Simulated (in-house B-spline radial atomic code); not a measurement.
Values are calculated unless marked as measured or tabulated.
**Making a Troullier-Martins s channel for Si, r_c = 1.33 bohr**

Si, [Ne] 3s2 3p2, non-relativistic LDA (VWN5), spherical and spin-unpolarised, from an all-electron radial atomic-structure program (B-spline basis) (atomic units). The all-electron 3s level is ε = -0.398139 hartree, its outermost node lies just inside 0.73 bohr and its outer maximum at 1.77 bohr.

Inside r_c the pseudo-orbital is u(r) = r^1 exp(p(r)), with p = c0 + c2 r² + c4 r⁴ + … + c12 r¹². The seven coefficients follow from p and its first four derivatives at r_c, from zero curvature of the screened potential at the origin, c4 = −c2²/(2l + 5), and from the norm inside r_c. At r_c the all-electron orbital has P = 0.6304771, P' = 0.5330965, the screened potential V = -1.650525, V' = 2.333859, V'' = -5.115583, and the norm inside is Q = 0.1377254.

**Question.** What are p, p' and p'' at r_c?

**Answer.** p = ln(P/r_c^1) = ln(0.6304771/1.33) = -0.74646. p' = P'/P − 1/r_c = 0.84554 − 0.75188 = 0.09366. The radial equation gives p'' = 2(V − ε) − 2(1) p'/r_c − p'² = -2.50477 − (0.14085) − 0.00877 = -2.65439. Differentiating, p''' = 2V' + 2(1)p'/r_c² − 2(1)p''/r_c − 2p'p'' = 9.2624, and p'''' = 2V'' − 4(1)p'/r_c³ + 4(1)p''/r_c² − 2(1)p'''/r_c − 2p''² − 2p'p''' = -46.148.

For a trial c2 the five matching conditions are linear in c0, c6, c8, c10 and c12, and c2 is varied until the norm inside r_c equals Q. The root nearest zero gives:

```
 n          c_n
 0   -0.7914412
 2   -0.7242151
 4   -0.1048975
 6     2.029875
 8    -1.957436
10    0.7246284
12  -0.09681356
```

**Question.** Check c4 and p(r_c), and find the screened pseudopotential at the origin.

**Answer.** −c2²/5 = -0.104898, as listed. The terms c_n r_c^n are -0.79144, -1.28106, -0.32823, 11.23516, -19.16464, 12.54966, -2.96590, which sum to -0.74646. Inverting the radial equation, V_l(r) = ε + 1 p'/r + (p'' + p'²)/2, so V_l(0) = ε + (2l + 3) c2 = -0.398139 + 3 × (-0.724215) = -2.5708 hartree, finite where the all-electron potential diverges.

Orbitals and screened potentials:

```tsv
r (bohr)	P	u	V all-electron	V pseudo
0.133	0.04594	0.05951	-74.28	-2.558
0.332	-0.3296	0.1391	-19.83	-2.154
0.532	-0.2536	0.2017	-8.931	-0.6935
0.732	0.01128	0.2616	-5.057	1.217
0.931	0.2804	0.3538	-3.245	1.648
1.13	0.4904	0.4954	-2.246	-0.5771
1.33	0.6305	0.6305	-1.651	-1.651
```

Logarithmic derivatives P'/P at R = 1.63 bohr, for energies E around ε:

| E − ε (hartree) | all-electron | pseudo |
| --- | --- | --- |
| -0.5 | 0.664711 | 0.657152 |
| -0.25 | 0.439375 | 0.437093 |
| -0.1 | 0.292478 | 0.292064 |
| 0 | 0.188894 | 0.188893 |
| 0.1 | 0.0802654 | 0.0797716 |
| 0.25 | -0.0932908 | -0.0968501 |
| 0.5 | -0.41628 | -0.434813 |

**Question.** With P(R) = 0.7270694 and a norm of 0.2802408 inside R, what slope in energy does norm conservation fix?

**Answer.** d(P'/P)/dE = −2 × (norm inside R)/P(R)² = -1.0603 per hartree·bohr at E = ε, for both atoms, since orbital and norm agree at R. Differences over ±0.1 hartree give -1.0611 (all-electron) and -1.0615 (pseudo), which also hold third-order terms. Half a hartree below ε the two curves differ by -0.0076.
